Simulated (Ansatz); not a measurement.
Coupled-cluster run, CH$_{5}$BCl$_{2}$Sn, SMILES `B[CH2][SnH]([Cl])[Cl]`.

```yaml
crystal:
  periodic: [false, false, false]
  atoms:
    - {symbol: B, position_ang: [-0.795151, 0.621353, 1.249489]}
    - {symbol: C, position_ang: [-0.244401, -0.711387, 0.719195]}
    - {symbol: Sn, position_ang: [0.797572, -0.143660, -1.075175]}
    - {symbol: Cl, position_ang: [-0.381131, -1.028219, -2.865730]}
    - {symbol: Cl, position_ang: [0.739697, 2.162752, -1.351763]}
    - {symbol: H, position_ang: [-1.855754, 1.026021, 0.875490]}
    - {symbol: H, position_ang: [-0.147254, 1.284216, 2.005262]}
    - {symbol: H, position_ang: [-0.974950, -1.429488, 0.341785]}
    - {symbol: H, position_ang: [0.525687, -1.200395, 1.319342]}
    - {symbol: H, position_ang: [2.418886, -0.632292, -1.214795]}
basis:
  gaussian: {orbitals: def2-TZVPP}
correlation: {method: ccsd_t}
output: {orbitals: {seedname: orbitals}}
```

```sh
$ ansatz run in.yaml --threads 4 --pin off --events-out ev --progress --plain
```

Log, shortened:

```
Functional definition: HF
1717 factors; integrals over basis functions are off by at most 1.1e-3 eV
mean field evaluation 1: about -32594.4228 eV, gradient 3.2e1 eV
mean field evaluation 2: about -32594.6223 eV, gradient 3.3e1 eV
mean field evaluation 4: about -32597.7450 eV, gradient 3.3e0 eV
mean field evaluation 8: about -32597.7968 eV, gradient 2.3e-1 eV
mean field -32597.79719364 eV, -1197.9469512859 hartree, gradient 8.6e-6 eV, S^2 0.000000; 0 other end points of the search recorded, 0 dependent functions left out
16 core orbitals not correlated: weight in the atoms' cores, before any rotation towards them, 1.000 or more for the frozen orbitals, at most 0.000 for the correlated occupied ones
reference -32597.79719364 eV, -1197.9469512859 hartree; 20, 20 occupied and 230, 230 virtual orbitals, 1717 factors
second order -26.53479606 eV of doubles, -0.00000000 eV of singles
cycle   1  -27.19962523 eV  change   -6.6e-1 eV  update   1.1e-1
cycle   2  -27.83451221 eV  change   -6.3e-1 eV  update   3.0e-2
cycle   3  -27.93982574 eV  change   -1.1e-1 eV  update   1.5e-2
cycle   4  -27.92690555 eV  change    1.3e-2 eV  update   3.6e-3
cycle   5  -27.92476904 eV  change    2.1e-3 eV  update   1.6e-3
cycle   6  -27.92502284 eV  change   -2.5e-4 eV  update   4.9e-4
cycle   7  -27.92487765 eV  change    1.5e-4 eV  update   2.0e-4
cycle   8  -27.92486316 eV  change    1.4e-5 eV  update   7.1e-5
cycle   9  -27.92489739 eV  change   -3.4e-5 eV  update   3.2e-5
perturbative correction -1.07415843 eV, -0.0394745943 hartree
Total energy: -32626.79624946 eV, -1199.0126469310 hartree
```

Hardware: 4 threads of a server CPU on a shared host. Wall time 6.1 min, peak host memory 6.9 GiB.

The correlation energy is -28.999 eV, 3.7 % of it from (T); the T1 diagnostic reads 0.0111.
